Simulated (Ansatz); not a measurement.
Program: Ansatz. Geometries: PBE0-D4/def2-TZVP. ΔE: electronic, gas phase. CCSD(T)/CBS is the MP2 limit (def2-TZVPP, def2-QZVPP) plus CCSD(T) − MP2 in def2-TZVPP, frozen cores. This one scheme is used for every species. DFT in def2-TZVPP. B3LYP here is the variant with VWN-RPA as its local correlation; programs differ in this. Each species was taken in one conformer, which may not be the lowest.

`C[SiH2][SiH](N)O` + `N[SiH](O)O` → `N[Si@H](O)O[Si@@H](N)O` + `C[SiH3]`  (cleavage of the Si–Si bond)

```csv
level,ΔE (kJ/mol),difference from CCSD(T)/CBS
PBE-D4,-126.6,26.6
r2SCAN-D4,-150.7,2.5
PBE0-D4,-137.4,15.8
B3LYP-D4,-152.8,0.4
ωB97X-V,-150.4,2.8
ωB97M-V,-156.7,-3.5
B2PLYP,-155.3,-2.1
PBE,-124.4,28.8
r2SCAN,-150.0,3.2
HF/def2-TZVPP,-177.7,-24.5
MP2/def2-TZVPP,-159.3,-6.1
CCSD(T)/def2-TZVPP,-155.0,-1.8
HF/def2-QZVPP,-179.9,-26.7
HF/CBS(def2),-180.2,-27.0
MP2/CBS(def2),-157.4,-4.2
CCSD/CBS(def2),-156.3,-3.1
CCSD(T)/CBS,-153.2,0
```

Largest T1 diagnostic among the species: 0.011.

The D4 term adds −3.2 kJ/mol with B3LYP and −1.9 kJ/mol with PBE0; it sums over pairs of atoms, weighted by their polarisabilities, and B3LYP, whose exchange is more repulsive, gets the larger term. From PBE to PBE0 (25 % exact exchange), in def2-TZVPP and without D4, ΔE moves by −11.1 kJ/mol. In def2-TZVPP, CCSD(T) changes the Hartree–Fock value by +22.7 kJ/mol (the triples alone add +3.1 kJ/mol) and MP2 by +18.4 kJ/mol.
